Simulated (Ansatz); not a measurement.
Cost and result for the atomization energy of ClH₃NOSi, SMILES `N[Si](O)Cl` radical (7 atoms, 6 bonds).

```xyz
7

N     0.059   -0.900   -0.690
Si   -0.657    0.381    0.180
O     0.247    0.669    1.521
Cl   -0.698    2.209   -0.784
H     1.058   -0.919   -0.840
H    -0.439   -1.336   -1.449
H     0.431   -0.104    2.061
```

Total charge 0; spin multiplicity 2. The structure was optimised at the PBE0-D4/def2-TZVP level. It is one conformer, not always the lowest. Program: Ansatz. Hardware: A = 2 threads of an AMD EPYC 7R13 on a shared host; B = 2 threads of an AMD EPYC 7R13 on a shared host and a share of an NVIDIA H100 80 GB. Times are those of one run each, without the atoms' runs, and a repeat can differ threefold. Electronic energies, without spin–orbit coupling; frozen cores. CCSD(T)/CBS extrapolates def2-TZVPP and def2-QZVPP, and its time is that of the two runs behind it. T1 = 0.013; ⟨S²⟩ of the reference is 0.75. B3LYP takes the VWN-RPA correlation (the form of Gaussian; ORCA's B3LYP/G).

CCSD(T)/CBS is a level of theory with its own doubt, some kJ/mol a heavy atom from the limit and from the frozen cores, so smaller differences don't rank the functionals.

| level | functions | wall time | atomization (kJ/mol) | difference from CCSD(T)/CBS | per bond |
| --- | --- | --- | --- | --- | --- |
| PBE-D4/def2-TZVPP (with forces) [A] | 188 | 3.6 s | 2488.2 | 45.2 | 7.5 |
| B3LYP-D4/def2-TZVPP (with forces) [A] | 188 | 6 s | 2428.1 | -14.9 | -2.5 |
| PBE0-D4/def2-TZVPP [A] | 188 | 6.5 s | 2424.0 | -19.0 | -3.2 |
| B2PLYP/def2-TZVPP [A] | 188 | 6.5 s | 2401.6 | -41.4 | -6.9 |
| r2SCAN-D4/def2-TZVPP (with forces) [A] | 188 | 7 s | 2446.2 | 3.2 | 0.5 |
| CCSD(T)/def2-TZVPP [B] | 188 | 7.5 s | 2344.3 | -98.7 | -16.4 |
| ωB97M-V/def2-TZVPP (with forces) [A] | 188 | 13 s | 2443.0 | 0.0 | 0.0 |
| ωB97X-V/def2-TZVPP [A] | 188 | 13 s | 2442.6 | -0.4 | -0.1 |
| CCSD(T)/def2-QZVPP [B] | 344 | 29 s | 2403.9 | -39.1 | -6.5 |
| CCSD(T)/CBS(def2) | – | 37 s | 2443.0 | 0.0 | 0.0 |

From PBE to PBE0 (25 % exact exchange), in def2-TZVPP and without D4, the atomization energy moves by −61.8 kJ/mol: exact exchange takes away binding that semilocal exchange gives to molecules. In def2-TZVPP, CCSD(T) changes the Hartree–Fock value by +680.3 kJ/mol (the triples alone add +44.1 kJ/mol) and MP2 by +753.7 kJ/mol; breaking electron pairs costs correlation energy, which Hartree–Fock lacks. The D4 term adds +25.3 kJ/mol with B3LYP and +13.0 kJ/mol with PBE0; it sums over pairs of atoms, weighted by their polarisabilities, and B3LYP, whose exchange is more repulsive, gets the larger term.
